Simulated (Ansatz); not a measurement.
Stepwise reaction of `[SiH3][O][Ga]([Br])[Br]` with hydrogen, as a gas-phase model of exchange steps in deposition or etching. ΔE in kJ/mol.

Calculated with Ansatz (gas phase, PBE0-D4/def2-TZVP geometries, no zero-point term in ΔE). CCSD(T)/CBS is the MP2 limit (def2-TZVPP, def2-QZVPP) plus CCSD(T) − MP2 in def2-TZVPP, frozen cores. This one scheme is used for every species. Functionals use def2-TZVPP. B3LYP here is the variant with VWN-RPA as its local correlation; programs differ in this. For Br, Ga outer-core shells are correlated without core-valence functions, which leaves a few kJ/mol of doubt a bond. Scalar relativity is left out up to krypton. Each species was taken in one conformer, which may not be the lowest.

```json
{"step": "1", "reaction": "`[SiH3][O][Ga]([Br])[Br]` + H₂ → `[SiH3][O][GaH][Br]` + HBr", "PBE-D4": "92.7", "B3LYP-D4": "94.9", "ωB97M-V": "92.1", "CCSD(T)/CBS": "97.1"}
{"step": "2", "reaction": "`[SiH3][O][GaH][Br]` + H₂ → `[SiH3][O][GaH2]` + HBr", "PBE-D4": "114.9", "B3LYP-D4": "116.1", "ωB97M-V": "114.4", "CCSD(T)/CBS": "119.4"}
```

Q: By hand: ΔE of the 2 steps together at CCSD(T)/CBS.

A: (97.1) + (119.4) = 216.5 kJ/mol, or 108.2 kJ/mol a step.

In ΔE each step is higher than the one before. All are uphill at CCSD(T)/CBS. PBE-D4 differs from CCSD(T)/CBS by -4.5 to -4.4 kJ/mol a step. Isolated molecules leave out the surface, adducts and barriers. Largest T1 diagnostic: 0.014.
